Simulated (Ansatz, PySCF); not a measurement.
Process, species as SMILES: [CH]Cl + 2 [H][H] (H2) → C (CH4) + Cl (HCl)
Each molecule is optimised on its own at B3LYP-D3(BJ)/def2-TZVP (Ansatz, a program for electronic structure). Frequencies are from Ansatz or PySCF. Unstable Hartree-Fock reference: [CH]Cl.
Geometry of the first species:
```xyz
3

C     -1.0688     0.5284     0.0463
Cl     0.4789    -0.1654    -0.0143
H     -1.7291    -0.3590    -0.0347
```

Wanted: energy of full hydrogenation (0 K, with B3LYP-D3(BJ) harmonic zero-point energies), in kcal/mol. Correlated levels leave the core frozen unless marked. Spin-orbit coupling is left out. No relativistic terms. Basis-set limits of correlation are two-point, X^-3; Hartree-Fock from the larger set.

| level | program | energy of full hydrogenation (kcal/mol) |
|---|---|---|
| r2SCAN/def2-TZVPD | Ansatz | [?] |
| PBE0/STO-3G | Ansatz | -136.5 |
| HSE06-D3(BJ)/def2-TZVPD | Ansatz + dftd3 | [?] |
| SCS-MP2/def2-TZVPPD | Ansatz | -117.1 |
| CCSD/def2-TZVPP | Ansatz | -115.8 |
| CCSD(T)/CBS(def2-TZVPPD,def2-QZVPPD) | Ansatz | [?] |

Question: Fill in the missing entries.

Answer: 
- r2SCAN/def2-TZVPD, energy of full hydrogenation (kcal/mol): -116.5
- HSE06-D3(BJ)/def2-TZVPD, energy of full hydrogenation (kcal/mol): -119.2
- CCSD(T)/CBS(def2-TZVPPD,def2-QZVPPD), energy of full hydrogenation (kcal/mol): -114.5
